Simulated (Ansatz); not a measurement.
Worked example: GeH2(CH3)2 + C2H6GeSi → GeH(CH3)2(SiH3) + C2H4Ge

Gas-phase species: GeH2(CH3)2, singlet; C2H6GeSi `[SiH3]C#[C][GeH3]`, singlet; GeH(CH3)2(SiH3), singlet; C2H4Ge `C#[C][GeH3]`, singlet. The partners trade H for SiH3: Ge–H and C–SiH3 bonds give way to Ge–SiH3 and C–H.

Shapes, held fixed at every level: PBE0-D4/def2-TZVP. Programs: Ansatz 0.2.0. Electronic energies: no zero-point or thermal term.

At CCSD(T)/def2-TZVPP; 1 Eh = 2625.50 kJ/mol:

```
        species   energy (Eh)
     GeH2(CH3)2  -2156.490113
       C2H6GeSi  -2444.271345
GeH(CH3)2(SiH3)  -2446.750458
         C2H4Ge  -2154.002676
```

Problem. Work out ΔE of the reaction at this level.

Solution. 
1. Products less reactants: (-2446.750458) + (-2154.002676) − [(-2156.490113) + (-2444.271345)] = 0.008324 Eh = +21.9 kJ/mol.

Other levels give +13.1 (PBE-D4/def2-TZVPP) to +35.9 kJ/mol (HF/def2-TZVPP). No measured value is set beside it here. Relativity is left out for Ge. Outer-core shells of Ge are correlated, in sets that cover them unevenly.
